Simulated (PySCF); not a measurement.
# Electron correlation in Se⁺ (selenium, charge +1)

[Ar] 3d10 4s2 4p3, high-spin 4S determinant. Computed with PySCF 2.14 in cc-pVDZ-DK (5s4p2d, 27 functions), with scalar relativity by spin-free X2C-1e. Frozen: [Ar] 3d10; 5 electrons correlated.

MP2 pair energies summed by pair of shells (mhartree):

| pair | energy | share (%) |
| --- | --- | --- |
| 4s-4p | -36.71 | 65.3 |
| 4p-4p | -13.12 | 23.3 |
| 4s-4s | -6.38 | 11.3 |

Total MP2 correlation energy: -56.21 mhartree.

Same-spin part -15.07 and opposite-spin part -41.14 mhartree; SCS-MP2 scales them by 1/3 and 6/5 to -54.39 mhartree.

```json
{"level": "CCSD", "correlation energy (mhartree)": "-70.88"}
{"level": "(T)", "correlation energy (mhartree)": "-0.62"}
{"level": "CCSD(T)", "correlation energy (mhartree)": "-71.50"}
```

Diagnostics: T1 = 0.0012, D1 = 0.0033, largest double amplitude 0.057.

Q: Is a single reference adequate?

A: Yes, within this model without spin-orbit coupling: T1 lies below 0.03 and no double amplitude reaches 0.07.
